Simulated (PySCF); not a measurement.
**A small calculation by hand: chemical shift, span and skew from a shielding tensor**

Si(Cl)(F)2(NHMe) (CH₄ClF₂NSi), SMILES F[Si](Cl)(NC)F. Atoms are numbered in the order given.

```xyz
10

C     -2.3636     0.1525     0.7130
N     -0.9865     0.4601     1.0676
Si     0.3757     0.2671     0.0947
F      1.6751     0.1917     1.0403
F      0.6731     1.4743    -0.9317
Cl     0.2210    -1.4091    -1.0499
H     -2.8579    -0.4283     1.5089
H     -2.3795    -0.4640    -0.1977
H     -2.9631     1.0588     0.5190
H     -0.8626     0.9198     1.9637
```

Geometry: ωB97X-D3(BJ)/def2-SVP. The structure was generated by enumeration, and PubChem lists no compound with its InChIKey, so it may never have been made. Other conformers were not sampled.

GIAO shieldings from PBE/pcSseg-1 in PySCF, non-relativistic, no solvent. The symmetric part of the tensor of N2 has the principal values 195.9, 203.2, 271.9 ppm. The same nucleus in NH3 has σ = 267.0 ppm at this level (PySCF, at its B3LYP-D3(BJ)/def2-TZVP geometry). Without spin–orbit terms, shifts of atoms bonded to Cl or Br come out too high.

Task: Work out the isotropic shielding, the ¹⁵N shift against NH3, the span and the skew.

Result: 
σ(iso) = (σ11 + σ22 + σ33)/3 = 223.7 ppm. δ = σ(ref) − σ(iso) = 267.0 − (223.7) = 43.3 ppm.
Span Ω = σ33 − σ11 = 76.0 ppm. Skew κ = 3(σ(iso) − σ22)/Ω = 0.81. Tumbling in solution averages the tensor to δ; in a static solid the shielding alone would spread this spin-1/2 line over Ω.
